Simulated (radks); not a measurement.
Values are calculated unless marked as measured or tabulated.
Q: Ionisation ladder of xenon, from Xe XLV to Xe LIV. Each ion is in the ground configuration listed by NIST, and IE = E(next ion) - E(this ion), with E = 0 for the bare nucleus. Level of theory: Dirac Kohn-Sham, PBE, spin-unpolarised, spherical densities, finite nucleus; open shells fill j = l - 1/2 first; Fermi nuclear charge, rms radius 4.7859 fm (a radial shooting solver on a logarithmic mesh with Libxc functionals).

species    configuration  IE, Delta-SCF (eV)  -e(HOMO) (eV)   HOMO  <r> HOMO (bohr)
Xe XLV              [Ne]              7673.5         7556.8  2p3/2           0.0996
Xe XLVI     [He] 2s2 2p5              7908.2         7790.5  2p3/2           0.0988
Xe XLVII    [He] 2s2 2p4                   ?         8026.3  2p3/2           0.0980
Xe XLVIII   [He] 2s2 2p3              8383.2         8263.8  2p3/2           0.0972
Xe XLIX     [He] 2s2 2p2              8994.3         8867.5  2p1/2           0.0912
Xe L        [He] 2s2 2p1                   ?         9121.2  2p1/2           0.0904
Xe LI           [He] 2s2                   ?         9511.4  2s1/2            0.108
Xe LII          [He] 2s1              9813.9         9715.6  2s1/2            0.107
Xe LIII             [He]                   ?          40012  1s1/2           0.0265
Xe LIV               1s1               41256          40873  1s1/2           0.0263

Estimate the withheld Delta-SCF values.

A: Xe XLVII: 8144.9 eV (NIST 8144); Xe L: 9248.3 eV (NIST 9243); Xe LI: 9614.0 eV (NIST 9581); Xe LIII: 40446 eV (NIST 40271.7).

Beside tabulated values, note that spin-unpolarised runs miss the spin-polarisation part of the exchange energy of open shells.
